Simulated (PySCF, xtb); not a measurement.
silicon monosulfide (SSi), SMILES [Si]=S (connectivity only; charge and spin as stated), neutral, multiplicity 1.

Harmonic wavenumbers (cm⁻¹) from GFN2-xTB (xtb) at its own minimum, in rising order: 764.

What does PBE-D3(BJ)/def2-TZVPD in PySCF give at its own minimum? (Estimate from the structure and the level; the computed values follow.)

724. Paired by order, the mean absolute difference is 40 cm⁻¹ and the zero-point energies are 1.1 and 1.0 kcal/mol.
